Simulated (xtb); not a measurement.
H7NO2Si2, SMILES N[Si](O)(O)[SiH3]. All values are semi-empirical tight-binding results from xtb (GFN2-xTB unless named), good for trends rather than for accurate numbers. Geometry optimised at GFN2-xTB. This is a generated structure with no PubChem entry under its InChIKey; it may be hypothetical. The values are those of a single conformer.

Optimised geometry:

Bond lengths (Å): N1–Si2 1.743, N1–H6 1.008, N1–H7 1.008, Si2–O3 1.632, Si2–O4 1.632, Si2–Si5 2.287, O3–H8 0.954, O4–H9 0.955, Si5–H10 1.471, Si5–H11 1.465, Si5–H12 1.472. Bond angles (°): Si2–N1–H6 117.1, Si2–N1–H7 117.1, H6–N1–H7 108.6, N1–Si2–O3 105.4, N1–Si2–O4 105.5, N1–Si2–Si5 122.5, O3–Si2–O4 113.9, O3–Si2–Si5 105.0, O4–Si2–Si5 104.9, Si2–O3–H8 121.5, Si2–O4–H9 121.6, Si2–Si5–H10 112.2, Si2–Si5–H11 114.6, Si2–Si5–H12 111.9, H10–Si5–H11 106.4, H10–Si5–H12 104.8, H11–Si5–H12 106.3.

```
Quantity                                           Value
----------------------------------------  --------------
orbital gap                                      4.71 eV
dipole moment                                     3.14 D
zero-point energy                          48.2 kcal/mol
G − E(el) at 298.15 K (modified RRHO)      27.1 kcal/mol
static polarisability (D4 model)              80.3 bohr³
solvation energy, GFN2-xTB/ALPB(water)     -9.3 kcal/mol
solvation energy, GFN2-xTB/ALPB(octanol)  -10.0 kcal/mol
```

Computed atomic charges and the Wiberg bond orders between heavy atoms:
charges (e) N1 -0.43, Si2 0.53, O3 -0.51, O4 -0.51, Si5 0.39, H6 0.14, H7 0.14, H8 0.30, H9 0.30, H10 -0.12, H11 -0.10, H12 -0.12. Bond orders N1–Si2 1.08, Si2–O3 1.12, Si2–O4 1.12, Si2–Si5 0.77.
